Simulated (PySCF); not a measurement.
Cl3H2NTi, SMILES [Cl][Ti]([NH2])([Cl])[Cl], multiplicity 1.

Coordinates come from a PBE0-D3(BJ)/def2-SVP optimisation. The multiplicity is an assumed one; other spin states were not compared. The isomer is the one that the SMILES or the coordinates give; other isomers of the formula were not compared. The values are those of a single conformer.

Computed with PBE0-D3(BJ)/def2-SVP (PySCF).

Frequencies are harmonic and unscaled.

```csv
mode,ν (cm⁻¹),IR (km/mol),Raman (Å⁴/amu),depolarisation,moving atoms (share of kinetic energy)
1,46,9.2,5.2,0.75,"H 61 %, Cl 32 %"
2,110,0.8,4.8,0.75,"Cl 85 %, Ti 9 %"
3,139,3.7,3.0,0.75,"Cl 56 %, Ti 31 %, N 11 %"
4,142,1.9,1.3,0.75,"Cl 62 %, H 28 %, Ti 8 %"
5,174,8.4,6.0,0.75,"N 42 %, Cl 28 %, H 22 %"
6,179,0.0,3.6,0.75,"N 42 %, H 32 %, Cl 23 %"
7,398,20.1,15.8,0.01,"Cl 83 %, Ti 11 %"
8,447,20.0,0.4,0.75,"H 50 %, Cl 23 %, Ti 18 %, N 9 %"
9,451,41.2,1.3,0.47,"H 55 %, N 18 %, Cl 17 %, Ti 11 %"
10,504,298.3,2.0,0.62,"Ti 45 %, Cl 29 %, H 17 %, N 9 %"
11,552,130.6,1.1,0.75,"Ti 38 %, H 32 %, Cl 21 %, N 9 %"
12,775,126.9,25.6,0.12,"N 59 %, Ti 28 %, H 13 %"
13,1459,56.9,6.7,0.35,"H 87 %, N 13 %"
14,3558,160.7,134.1,0.18,H 96 %
15,3671,59.2,68.5,0.75,"H 91 %, N 9 %"
```
